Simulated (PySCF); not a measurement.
## 2 SF₅ → SF₄ + SF₆

Level: PBE0 in the def2-TZVP basis family, all electrons, no relativity, computed in PySCF with density fitting; open shells unrestricted.

| species | state and structure | E (Eh) | ZPE (kJ/mol) | H(298 K) − H(0) (kJ/mol) | S° (J/(mol K)) |
| --- | --- | --- | --- | --- | --- |
| SF₅ | doublet, C4v, S–F 1.544 Å, S–F 1.603 Å (×4); F–S–F 90.0° (×4), F–S–F 91.7° (×4), F–S–F 176.7° (×2) | -896.94544 | 40.8 | 16.7 | 308.2 |
| SF₄ | singlet, C2v, S–F 1.553 Å (×2), S–F 1.649 Å (×2); F–S–F 87.6° (×4), F–S–F 101.3°, F–S–F 172.5° | -797.19836 | 31.0 | 15.0 | 294.6 |
| SF₆ | singlet, Oh, S–F 1.565 Å (×6) | -996.78262 | 56.0 | 17.0 | 292.0 |

(1) What is the electronic reaction energy?

(2) Add zero-point, thermal and entropy terms for 298.15 K and 1 bar.

Results:

(1) At PBE0/def2-TZVP, ΔE = -236.6 kJ/mol from the differences of the total energies times 2625.5, downhill. The bond broken in SF₅ is weaker than the one that a second molecule gains.

(2) ΔZPE = 5.4 and Δ[H(298) − H(0)] = -1.4 kJ/mol give ΔH° = -232.6 kJ/mol. ΔS° = -29.8 J/(mol K), so ΔG° = -232.6 − 298.15 × (-0.0298) = -224 kJ/mol.

Only the bonding shown was studied: isomers, or loss of a ligand pair, can lie lower.
